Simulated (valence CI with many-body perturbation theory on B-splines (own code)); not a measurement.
# Lu58+: calculated level list

Calculated by configuration interaction combined with many-body perturbation theory (CI+MBPT): three valence electrons over a frozen Dirac-Fock core [Ne], radial functions for each j: 11 s, 11 p, 9 d, 7 f, 5 g, 2 h, 1 i, with the one-electron correlation potential Σ1 (screened to all orders), the two-electron term Σ2, the three-electron term Σ3, Breit, model QED; selected single and double excitations, second order for the rest (own B-spline code, finite nucleus).

No measured spectrum was set against this ion. As an estimate, large intervals hold to a few tenths of a per cent, small ones and those within an open d or f shell to about a per cent.

Levels 1 to 45 of 68, with energies above the lowest level, (3s^2 3p1/2) J=1/2. "Leading %" is the weight of the configuration and term that name the level; weights of strongly mixed levels are sums over their largest components and can fall short. In the jj column 3d3/2^4 stands for four electrons in 3d with j = 3/2. Lifetimes count E1, E2, E3, M1 and M2 decay at the calculated energies, and are blank where another channel may lead or the interval is too uncertain; long ones can be off by a factor of two.

| No. | Configuration | Term | J | E (Ry) | Leading % | Lifetime | g | Leading jj |
| --- | --- | --- | --- | --- | --- | --- | --- | --- |
| 1 | 3s2 3p | 2P° | 1/2 | 0.000 | 100 |  | 0.649 | 3s^2 3p1/2 (100 %) |
| 2 | 3s 3p2 | 4P | 1/2 | 11.508 | 54 | 30.2 ps | 2.125 | 3s 3p1/2^2 (99 %) |
| 3 | 3s2 3p | 2P° | 3/2 | 21.944 | 99 | 3.95 ns | 1.322 | 3s^2 3p3/2 (99 %) |
| 4 | 3s 3p2 | 4P | 3/2 | 31.364 | 89 | 104 ps | 1.633 | 3s 3p1/2 3p3/2 (99 %) |
| 5 | 3s 3p2 | 2D | 5/2 | 32.620 | 61 | 81.8 ps | 1.339 | 3s 3p1/2 3p3/2 (98 %) |
| 6 | 3s 3p2 | 2D | 3/2 | 34.120 | 51 | 1.70 ps | 0.965 | 3s 3p1/2 3p3/2 (82 %) |
| 7 | 3s 3p2 | 2P | 1/2 | 34.812 | 69 | 500 fs | 1.254 | 3s 3p1/2 3p3/2 (98 %) |
| 8 | 3s2 3d | 2D | 3/2 | 38.222 | 81 | 384 fs | 0.827 | 3s^2 3d3/2 (81 %) |
| 9 | 3s2 3d | 2D | 5/2 | 42.603 | 96 | 4.28 ps | 1.199 | 3s^2 3d5/2 (96 %) |
| 10 | 3p3 | 2P° | 3/2 | 45.450 | 30 | 3.11 ps | 1.107 | 3p1/2^2 3p3/2 (63 %) |
| 11 | 3s 3p 3d | 4F° | 3/2 | 46.432 | 62 | 4.00 ps | 0.677 | 3s 3p1/2 3d3/2 (75 %) |
| 12 | 3s 3p 3d | 4F° | 5/2 | 47.314 | 44 | 41.0 ps | 1.024 | 3s 3p1/2 3d3/2 (98 %) |
| 13 | 3s 3p 3d | 4D° | 1/2 | 49.150 | 58 | 583 fs | 0.394 | 3s 3p1/2 3d3/2 (99 %) |
| 14 | 3s 3p 3d | 4D° | 3/2 | 49.568 | 34 | 426 fs | 1.288 | 3s 3p1/2 3d3/2 (86 %) |
| 15 | 3s 3p 3d | 4P° | 5/2 | 52.312 | 38 | 4.28 ps | 1.350 | 3s 3p1/2 3d5/2 (99 %) |
| 16 | 3s 3p 3d | 4F° | 7/2 | 53.268 | 44 | 5.81 ps | 1.239 | 3s 3p1/2 3d5/2 (98 %) |
| 17 | 3s 3p 3d | 2F° | 5/2 | 53.997 | 51 | 4.72 ps | 1.037 | 3s 3p1/2 3d5/2 (97 %) |
| 18 | 3s 3p2 | 4P | 5/2 | 54.188 | 59 | 1.94 ps | 1.425 | 3s 3p3/2^2 (98 %) |
| 19 | 3s 3p 3d | 2D° | 3/2 | 54.356 | 37 | 1.79 ps | 1.110 | 3s 3p1/2 3d5/2 (89 %) |
| 20 | 3s 3p2 | 2S | 1/2 | 56.771 | 68 | 701 fs | 1.916 | 3s 3p3/2^2 (99 %) |
| 21 | 3s 3p2 | 2P | 3/2 | 57.245 | 61 | 346 fs | 1.192 | 3s 3p3/2^2 (98 %) |
| 22 | 3p2 3d | 2D | 3/2 | 60.258 | 40 | 6.80 ps | 0.773 | 3p1/2^2 3d3/2 (99 %) |
| 23 | 3p2 3d | 2D | 5/2 | 66.233 | 32 | 3.63 ps | 1.192 | 3p1/2^2 3d5/2 (98 %) |
| 24 | 3p3 | 2D° | 5/2 | 66.929 | 70 | 1.01 ps | 1.168 | 3p1/2 3p3/2^2 (70 %) |
| 25 | 3p3 | 4S° | 3/2 | 67.250 | 49 | 433 fs | 1.415 | 3p1/2 3p3/2^2 (92 %) |
| 26 | 3p3 | 2P° | 1/2 | 68.417 | 82 | 574 fs | 0.716 | 3p1/2 3p3/2^2 (82 %) |
| 27 | 3s 3p 3d | 4D° | 3/2 | 69.299 | 43 | 632 fs | 1.292 | 3s 3p3/2 3d3/2 (97 %) |
| 28 | 3s 3p 3d | 4P° | 1/2 | 69.418 | 81 | 800 fs | 2.177 | 3s 3p3/2 3d3/2 (96 %) |
| 29 | 3s 3p 3d | 4D° | 5/2 | 69.543 | 42 | 475 fs | 1.227 | 3s 3p3/2 3d3/2 (80 %) |
| 30 | 3s 3p 3d | 4F° | 7/2 | 69.771 | 42 | 837 fs | 1.236 | 3s 3p3/2 3d3/2 (93 %) |
| 31 | 3s 3p 3d | 2D° | 3/2 | 71.675 | 62 | 336 fs | 0.983 | 3s 3p3/2 3d3/2 (86 %) |
| 32 | 3s 3p 3d | 2F° | 5/2 | 72.644 | 67 | 286 fs | 0.959 | 3s 3p3/2 3d3/2 (91 %) |
| 33 | 3s 3p 3d | 4F° | 9/2 | 72.849 | 100 | 8.52 ns | 1.322 | 3s 3p3/2 3d5/2 (100 %) |
| 34 | 3s 3p 3d | 2P° | 1/2 | 72.999 | 65 | 256 fs | 0.608 | 3s 3p3/2 3d3/2 (86 %) |
| 35 | 3s 3p 3d | 2D° | 5/2 | 74.450 | 47 | 1.63 ps | 1.338 | 3s 3p3/2 3d5/2 (97 %) |
| 36 | 3s 3p 3d | 2F° | 7/2 | 75.092 | 60 | 2.24 ps | 1.233 | 3s 3p3/2 3d5/2 (94 %) |
| 37 | 3s 3p 3d | 2P° | 3/2 | 75.299 | 42 | 1.42 ps | 1.152 | 3s 3p3/2 3d5/2 (87 %) |
| 38 | 3s 3p 3d | 2F° | 7/2 | 76.411 | 71 | 593 fs | 1.196 | 3s 3p3/2 3d5/2 (99 %) |
| 39 | 3s 3p 3d | 2P° | 1/2 | 77.090 | 84 | 1.57 ps | 0.707 | 3s 3p3/2 3d5/2 (92 %) |
| 40 | 3s 3p 3d | 2P° | 3/2 | 77.821 | 76 | 473 fs | 1.301 | 3s 3p3/2 3d5/2 (98 %) |
| 41 | 3s 3p 3d | 2D° | 5/2 | 77.989 | 63 | 468 fs | 1.114 | 3s 3p3/2 3d5/2 (94 %) |
| 42 | 3p2 3d | 2F | 5/2 | 80.373 | 50 | 1.28 ps | 0.940 | 3p1/2 3p3/2 3d3/2 (92 %) |
| 43 | 3p2 3d | 4F | 3/2 | 80.922 | 40 | 733 fs | 0.906 | 3p1/2 3p3/2 3d3/2 (98 %) |
| 44 | 3p2 3d | 4D | 1/2 | 81.115 | 81 | 674 fs | 0.167 | 3p1/2 3p3/2 3d3/2 (99 %) |
| 45 | 3p2 3d | 2G | 7/2 | 81.401 | 50 | 900 fs | 1.025 | 3p1/2 3p3/2 3d3/2 (95 %) |

The ionisation energy to 3s2 1S_0 of the next ion comes out as 6071 eV (NIST: 6070 ± 6 eV (theoretical)). All 68 levels together are meant to be complete up to 93.838 Ry.
